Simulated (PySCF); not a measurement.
# H₂Se: calculation against measurement

Isolated H₂Se, optimised in PySCF with density fitting and no spin–orbit coupling; def2 sets carry scalar-relativistic core potentials from Rb on. It is a singlet of C2v symmetry: PBE0/def2-TZVP Se–H 1.467 Å (×2), H–Se–H 91.2°.

Counting electrons, selenium keeps 4 of its valence electrons outside its bonds, so the VSEPR class is AX2E2 and the expected shape is bent (C2v), as computed. The angle of 91° is close to 90°: the heavy centre bonds with nearly pure p orbitals and keeps its lone pair s-like.

The measured dipole moment is 0.627 D (NIST CCCBDB Release 22 (SRD 101), experimental dipoles). What do the calculations give?

PBE0/def2-TZVP 0.79 D. The measured value is a vibrational average, and the basis lacks diffuse functions.

The measured mean polarisability is 4.77 Å³ (NIST CCCBDB Release 22 (SRD 101), experimental polarizabilities). What do the calculations give?

PBE0/def2-TZVP 3.79 Å³. Basis sets without diffuse functions underestimate polarisabilities.
